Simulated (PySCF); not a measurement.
**17O chemical shifts**

- coordinates at the GFN2-xTB level
- GIAO PBE0/pcSseg-1 shieldings
- run in PySCF 2.14
- one conformer, no solvent model, one averaged value for each set of equivalent atoms, non-relativistic

Shieldings were converted by a linear fit to measured shifts: 17O: δ = 266.70 − 0.911σ (rms 10.7 ppm, 155 shifts, 12.2 ppm with the 3 outliers that the fit left out vs liquid water, solution or neat liquid). A few per cent of atoms miss by over 2 rms, more outside the fitted compound classes.

Q: Give the 17O shifts of `C#Cc1ccc(=O)oc1C`, `C=CCNC(=O)CC`, `O=C([C@@H]1C[C@@H]2C[C@@H]2C1)C(F)(F)F`, `C=C[C@@H](CC)C(N)=O`, `O=C1CSC[C@@H]1F`, `C=C[C@H](C)CNC=O`.

A: 
```tsv
compound	environment	δ (ppm)
[CH:1]#[C:2][c:3]1[cH:4][cH:5][c:6](=[O:7])[o:8][c:9]1[CH3:10]	O7: carbonyl oxygen	354.0
[CH:1]#[C:2][c:3]1[cH:4][cH:5][c:6](=[O:7])[o:8][c:9]1[CH3:10]	O8: ring oxygen	253.9
C=CCNC(=O)CC	amide-type carbonyl oxygen	319.0
O=C([C@@H]1C[C@@H]2C[C@@H]2C1)C(F)(F)F	ketone oxygen	548.8
C=C[C@@H](CC)C(N)=O	amide-type carbonyl oxygen	332.6
O=C1CSC[C@@H]1F	ketone oxygen	576.4
C=C[C@H](C)CNC=O	amide-type carbonyl oxygen	332.8
```

In solution the two oxygens of a carboxylic acid give one averaged line by proton exchange, and hydrogen bonding shields acid and N–H amide carbonyl oxygens by tens of ppm; neither is in these numbers.
